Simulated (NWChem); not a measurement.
Species: C4H7Cl; SMILES CC/C=C\Cl

```xyz
12

C      0.5001     2.5046     0.3878
C      0.2405     1.3212    -0.5401
C     -0.9247     0.4908    -0.1119
C     -0.9380    -0.8170     0.1510
Cl     0.4453    -1.8515     0.0282
H      1.3507     3.1051     0.0318
H      0.7300     2.1648     1.4093
H     -0.3758     3.1702     0.4476
H      0.0453     1.6975    -1.5609
H      1.1353     0.6844    -0.6109
H     -1.8851     1.0057     0.0162
H     -1.8382    -1.3489     0.4658
```
Atoms are numbered in this order, from 1.

Geometry: optimised at PBE0/def2-SVP. No frequency run checked for a minimum.

Q: List the 4 lowest vertical singlet excitations from PBE0/def2-SVP, TDA (NWChem).

A: 
```tsv
state	energy (eV)	oscillator strength	leading excitation (squared amplitude)
S1	7.19	0.259	HOMO → LUMO (0.52)
S2	7.23	0.002	HOMO−1 → LUMO (0.86)
S3	7.33	0.193	HOMO → LUMO+1 (0.41)
S4	7.88	0.002	HOMO → LUMO+2 (0.86)
```
